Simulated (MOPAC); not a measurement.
A run for MOPAC: PM3 on AlAsH6 (a complex), monomers drawn apart or pushed together.

```
PM3 1SCF PRECISE CHARGE=0 THREADS=1
AlAsH6

Al     0.28219905 1     0.62545735 1     0.56096258 1
H     -0.54047815 1    -0.29260812 1    -0.44148129 1
H     -0.24747156 1     2.09128831 1     0.86980076 1
H      1.81159463 1     0.28935591 1     0.83026113 1
As    -1.02539126 1    -0.93567821 1     3.69376337 1
H     -0.56028655 1    -0.43569575 1     5.04159914 1
H     -0.80627576 1    -2.40715469 1     3.95784847 1
H     -2.50669867 1    -0.91412123 1     3.99079856 1
```

It printed:

```
*******************************************************************************
 **                                                                           **
 **                              MOPAC v23.2.5                                **
 **                                                                           **
 *******************************************************************************
 ** MOPAC's Digital Object Identifier: https://doi.org/10.5281/zenodo.6511958 **
 **                                                                           **
 ** Please cite the open-source release paper for use of this MOPAC version:  **
 ** J. E. Moussa and J. J. P. Stewart (2026)                                  **
 ** MOPAC: An open-source semiempirical molecular orbital program             **
 ** J. Open Source Softw., 11(119), 8025, https://doi.org/10.21105/joss.08025 **
 *******************************************************************************

                              PM3 CALCULATION RESULTS

 *******************************************************************************
 *  PM3        - The PM3 Hamiltonian to be used
 *
 *
 *
 *                 CHARGE ON SYSTEM = 0
 *
 *
 *
 *  PRECISE    - TIGHTER CRITERIA TO BE USED
 *  1SCF       - DO 1 SCF AND THEN STOP
 *  THREADS=1  - MULTI-THREADING NOT USED
 *  T=         - A TIME OF 172800.0 SECONDS REQUESTED
 *  DUMP=N     - RESTART FILE WRITTEN EVERY 7200.0 SECONDS REQUESTED
 *******************************************************************************
PM3 1SCF PRECISE CHARGE=0 THREADS=1
 AlAsH6

   ATOM   CHEMICAL          X               Y               Z
  NUMBER   SYMBOL      (ANGSTROMS)     (ANGSTROMS)     (ANGSTROMS)

     1      Al          0.28219905  *   0.62545735  *   0.56096258  *
     2       H         -0.54047815  *  -0.29260812  *  -0.44148129  *
     3       H         -0.24747156  *   2.09128831  *   0.86980076  *
     4       H          1.81159463  *   0.28935591  *   0.83026113  *
     5      As         -1.02539126  *  -0.93567821  *   3.69376337  *
     6       H         -0.56028655  *  -0.43569575  *   5.04159914  *
     7       H         -0.80627576  *  -2.40715469  *   3.95784847  *
     8       H         -2.50669867  *  -0.91412123  *   3.99079856  *



          CARTESIAN COORDINATES

    NO.       ATOM           X           Y           Z

     1        Al          0.2822      0.6255      0.5610
     2         H         -0.5405     -0.2926     -0.4415
     3         H         -0.2475      2.0913      0.8698
     4         H          1.8116      0.2894      0.8303
     5        As         -1.0254     -0.9357      3.6938
     6         H         -0.5603     -0.4357      5.0416
     7         H         -0.8063     -2.4072      3.9578
     8         H         -2.5067     -0.9141      3.9908

  H: (PM3): J. J. P. STEWART, J. COMP. CHEM. 10, 209 (1989).
 Al: (PM3): J. J. P. STEWART, J. COMP. CHEM. 10, 209 (1989).
 As: (PM3): J. J. P. STEWART, J. COMP. CHEM. 12, 320-341 (1991).

           Empirical Formula: H6 Al As  =     8 atoms



      MOLECULAR POINT GROUP   :   C3v


      RHF CALCULATION, NO. OF DOUBLY OCCUPIED LEVELS = 7


 -------------------------------------------------------------------------------
 PM3 1SCF PRECISE CHARGE=0 THREADS=1
 AlAsH6



     1SCF WAS SPECIFIED, SO BFGS WAS NOT USED
     SCF FIELD WAS ACHIEVED


                              PM3 CALCULATION
                                                       MOPAC v23.2.5 Linux




          FINAL HEAT OF FORMATION =        100.45982 KCAL/MOL =     420.32387 KJ/MOL


          COSMO AREA              =        126.63 SQUARE ANGSTROMS
          COSMO VOLUME            =        110.38 CUBIC ANGSTROMS

          IONIZATION POTENTIAL    =         10.333463 EV
          HOMO LUMO ENERGIES (EV) =        -10.333 -2.261
          NO. OF FILLED LEVELS    =          7
          MOLECULAR WEIGHT        =        107.9505         POINT GROUP:  C3v

          MOLECULAR DIMENSIONS (Angstroms)

            Atom       Atom       Distance
            H     6    H     2     5.48498
            H     8    H     4     4.45015
            H     3    H     7     4.13624


          SCF CALCULATIONS        =          1





   ATOM   CHEMICAL          X               Y               Z
  NUMBER   SYMBOL      (ANGSTROMS)     (ANGSTROMS)     (ANGSTROMS)

     1      Al          0.28219905  *   0.62545735  *   0.56096258  *
     2       H         -0.54047815  *  -0.29260812  *  -0.44148129  *
     3       H         -0.24747156  *   2.09128831  *   0.86980076  *
     4       H          1.81159463  *   0.28935591  *   0.83026113  *
     5      As         -1.02539126  *  -0.93567821  *   3.69376337  *
     6       H         -0.56028655  *  -0.43569575  *   5.04159914  *
     7       H         -0.80627576  *  -2.40715469  *   3.95784847  *
     8       H         -2.50669867  *  -0.91412123  *   3.99079856  *

                             CARTESIAN COORDINATES

   1   Al        0.282199050     0.625457350     0.560962580
   2    H       -0.540478150    -0.292608120    -0.441481290
   3    H       -0.247471560     2.091288310     0.869800760
   4    H        1.811594630     0.289355910     0.830261130
   5   As       -1.025391260    -0.935678210     3.693763370
   6    H       -0.560286550    -0.435695750     5.041599140
   7    H       -0.806275760    -2.407154690     3.957848470
   8    H       -2.506698670    -0.914121230     3.990798560


           Empirical Formula: H6 Al As  =     8 atoms



      MOLECULAR POINT GROUP   :   C3v


                  EIGENVALUES
 -21.95968 -13.35640 -13.35635 -12.13175 -11.19502 -11.19499 -10.33346  -2.26117
   0.05200   0.96154   0.96154   1.19318   1.19323   3.29071


              NET ATOMIC CHARGES AND DIPOLE CONTRIBUTIONS

  ATOM NO.   TYPE          CHARGE      No. of ELECS.   s-Pop       p-Pop
    1         Al           0.476881        2.5231     0.53648     1.98664
    2          H          -0.174676        1.1747     1.17468
    3          H          -0.174679        1.1747     1.17468
    4          H          -0.174676        1.1747     1.17468
    5         As           0.403621        4.5964     1.73291     2.86347
    6          H          -0.118825        1.1188     1.11882
    7          H          -0.118820        1.1188     1.11882
    8          H          -0.118825        1.1188     1.11882
 DIPOLE           X         Y         Z       TOTAL
 POINT-CHG.     0.010     0.011    -0.024     0.028
 HYBRID        -0.894    -1.066     2.142     2.554
 SUM           -0.884    -1.055     2.118     2.526


          ATOMIC ORBITAL ELECTRON POPULATIONS

     Atom    s        px        py        pz
    1 Al   0.53648   0.85345   0.80589   0.32731
    2  H   1.17468
    3  H   1.17468
    4  H   1.17468
    5 As   1.73291   0.89711   0.91114   1.05522
    6  H   1.11882
    7  H   1.11882
    8  H   1.11882

 **********************
 *                    *
 * JOB ENDED NORMALLY *
 *                    *
 **********************




 == MOPAC DONE ==
```

The run finished.

Cost: around 0.03 core-seconds (rough).
